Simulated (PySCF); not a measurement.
Ar (argon, neutral) across methods

[Ar], closed-shell 1S. Calculation: PySCF 2.14, in x2c-QZVPPall (9s6p4d2f1g, 70 functions); the spin-free X2C one-electron Hamiltonian (Gaussian nucleus).

```json
{"method": "UHF", "E (hartree)": "-528.63196", "mean ε 2p (eV)": "-260.53", "mean ε 3s (eV)": "-35.002", "mean ε 3p (eV)": "-16.062", "Σ⟨r²⟩ (bohr²)": "25.97", "⟨S²⟩": "0.000"}
{"method": "PBE", "E (hartree)": "-529.1746", "mean ε 2p (eV)": "-229.90", "mean ε 3s (eV)": "-24.271", "mean ε 3p (eV)": "-10.255", "Σ⟨r²⟩ (bohr²)": "26.10", "⟨S²⟩": "0.000"}
{"method": "TPSSh", "E (hartree)": "-529.3870", "mean ε 2p (eV)": "-233.62", "mean ε 3s (eV)": "-25.867", "mean ε 3p (eV)": "-11.057", "Σ⟨r²⟩ (bohr²)": "25.91", "⟨S²⟩": "0.000"}
{"method": "LDA", "E (hartree)": "-527.7501", "mean ε 2p (eV)": "-229.88", "mean ε 3s (eV)": "-24.253", "mean ε 3p (eV)": "-10.375", "Σ⟨r²⟩ (bohr²)": "26.18", "⟨S²⟩": "0.000"}
{"method": "wB97X-V", "E (hartree)": "-529.3027", "mean ε 2p (eV)": "-238.88", "mean ε 3s (eV)": "-30.011", "mean ε 3p (eV)": "-14.528", "Σ⟨r²⟩ (bohr²)": "26.01", "⟨S²⟩": "0.000"}
{"method": "M06", "E (hartree)": "-529.3604", "mean ε 2p (eV)": "-238.68", "mean ε 3s (eV)": "-27.201", "mean ε 3p (eV)": "-11.848", "Σ⟨r²⟩ (bohr²)": "25.79", "⟨S²⟩": "0.000"}
{"method": "PBE0", "E (hartree)": "-529.2131", "mean ε 2p (eV)": "-237.79", "mean ε 3s (eV)": "-27.219", "mean ε 3p (eV)": "-11.953", "Σ⟨r²⟩ (bohr²)": "25.94", "⟨S²⟩": "0.000"}
{"method": "PBEsol", "E (hartree)": "-528.4245", "mean ε 2p (eV)": "-229.66", "mean ε 3s (eV)": "-24.185", "mean ε 3p (eV)": "-10.219", "Σ⟨r²⟩ (bohr²)": "26.10", "⟨S²⟩": "0.000"}
{"method": "r2SCAN", "E (hartree)": "-529.3401", "mean ε 2p (eV)": "-233.27", "mean ε 3s (eV)": "-25.377", "mean ε 3p (eV)": "-10.702", "Σ⟨r²⟩ (bohr²)": "25.92", "⟨S²⟩": "0.000"}
```
